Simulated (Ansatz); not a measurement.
Start from `O[Si](O)(Cl)[GeH2][Cl]` and change one atom or group to get `O[Si](O)(O)Cl`.

Ansatz, PBE0-D4/def2-TZVP geometries, multiplicity 1. Each molecule was computed in one conformer, which needn't be the lowest.

Scalar relativity is left out up to krypton.

```tsv
property	`O[Si](O)(Cl)[GeH2][Cl]`
LUMO energy (ωB97M-V/def2-TZVPP) / eV	1.06
HOMO energy (ωB97M-V/def2-TZVPP) / eV	-10.24
HOMO energy (PBE/def2-TZVPP) / eV	-6.93
LUMO energy (PBE/def2-TZVPP) / eV	-1.66
HOMO–LUMO gap (PBE/def2-TZVPP) / eV	5.27
HOMO energy (B3LYP/def2-TZVPP) / eV	-7.96
```

(1) What does the change do to each property? (Best estimate.)

Results:

(1) Computed: 
| property | `O[Si](O)(O)Cl` | shift |
| --- | --- | --- |
| LUMO energy (ωB97M-V/def2-TZVPP) / eV | 1.89 | 0.83 |
| HOMO energy (ωB97M-V/def2-TZVPP) / eV | -11.46 | -1.22 |
| HOMO energy (PBE/def2-TZVPP) / eV | -7.57 | -0.64 |
| LUMO energy (PBE/def2-TZVPP) / eV | -0.52 | 1.14 |
| HOMO–LUMO gap (PBE/def2-TZVPP) / eV | 7.04 | 1.77 |
| HOMO energy (B3LYP/def2-TZVPP) / eV | -8.84 | -0.88 |

With PBE0 the HOMO falls by 0.95 eV and the LUMO rises by 1.20 eV, so the gap widens by about 2.15 eV. PBE moves the HOMO by -0.64 eV and ωB97M-V by -1.22 eV.

B3LYP here is the variant with VWN-RPA as its local correlation; programs differ in this.
